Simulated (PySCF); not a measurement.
## O (oxygen, neutral) across methods

[He] 2s2 2p4, high-spin 3P determinant. Computed with PySCF 2.14 in aug-cc-pVTZ-DK (5s4p3d2f, 46 functions), with scalar relativity by spin-free X2C-1e.

```csv
method,E (hartree),mean ε 2s β (eV),mean ε 2p α (eV),mean ε 2p β (eV),Σ⟨r²⟩ (bohr²),⟨S²⟩
B3LYP,-75.1474,-23.629,-11.988,-9.258,11.60,2.004
LDA,-74.5760,-21.714,-10.371,-7.445,11.79,2.004
PBE0,-75.0693,-23.889,-12.380,-9.475,11.52,2.004
r2SCAN0,-75.1067,-24.001,-12.870,-9.713,11.39,2.006
r2SCAN,-75.1094,-21.876,-10.842,-7.914,11.50,2.006
B97-3,-75.1217,-24.252,-12.457,-9.563,11.48,2.005
UHF,-74.86510,-29.365,-18.438,-14.190,11.24,2.009
PBE,-75.0612,-21.626,-10.191,-7.589,11.73,2.003
```

Question: Estimate the same row for M06.

Answer: E (hartree) = -75.1086; mean ε 2s β (eV) = -23.637; mean ε 2p α (eV) = -12.309; mean ε 2p β (eV) = -9.384; Σ⟨r²⟩ (bohr²) = 11.43; ⟨S²⟩ = 2.006.
